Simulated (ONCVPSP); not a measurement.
## germanium, ONCV: configuration errors across variants

germanium, optimised norm-conserving Vanderbilt (ONCV), made with ONCVPSP 4.0.1 (PBE, fully relativistic). Core [Ar], reference 3d10 4s2 (charge +2). Waves: 4s: rc 1.50 bohr, ncon 5, nbas 9, qcut 5.3 1/bohr, 2 projectors, debl 2.9 Ha; p scattering state at 0.27 Ha: rc 1.25 bohr, ncon 3, nbas 8, qcut 6.6 1/bohr, 1 projector; 3d: rc 0.60 bohr, ncon 5, nbas 10, qcut 18.6 1/bohr, 2 projectors, debl 0.9 Ha. Local part: polynomial inside 0.55 bohr (lpopt 3, dvloc0 1 Ha). Core correction: none.

Open shells are filled in proportion to 2j + 1.

In the d channel the program set the typed energies aside and used -1.799, 0.250 Ha (j = l + 1/2; the other j can differ).

All-electron excitation energies from the reference (eV): (1) 3d10 4s2 4p2 -22.889; (2) 3d10 4s2 4p1 -15.442; (3) 3d10 4s1 34.791; (4) 3d10 4s2 4p1.5 -20.086.

4 further variants failed, have other tests or another functional or relativity, and are left out.

A true bound ghost makes a file unfit for plane-wave use even where its test errors are small: the radial tests pick states by their node count and pass the ghost by.

Errors AE − PS in meV (a dash: test not solved or not reliable):

| change | (1) | (2) | (3) | (4) | bound ghosts | GHOST(+) flags above zero |
| --- | --- | --- | --- | --- | --- | --- |
| base | +58 | +34 | +24 | +48 | s, p3/2, p1/2 | s |
| s: qcut 3.6; p: qcut 4.4; d: qcut 12.5 | +81 | +47 | +24 | +67 | s, p3/2, p1/2 | d5/2, d3/2 |
| d: qcut 13.5 | +58 | +34 | +24 | +48 | s, p3/2, p1/2 | s, d5/2, d3/2 |
| p: nbas 6 | +45 | +26 | +24 | +37 | s, p3/2, p1/2 | s |
| local potential polynomial inside 0.55 bohr (lpopt 3, dvloc0 5.5 Ha) | -65 | -35 | +24 | -51 | s, p3/2, p1/2 | s |

Problem. Give the same row for: p: rc 1.52.

Solution. +67, +37, +24, +54; bound ghosts: s, p3/2, p1/2; GHOST(+) flags above zero: s.
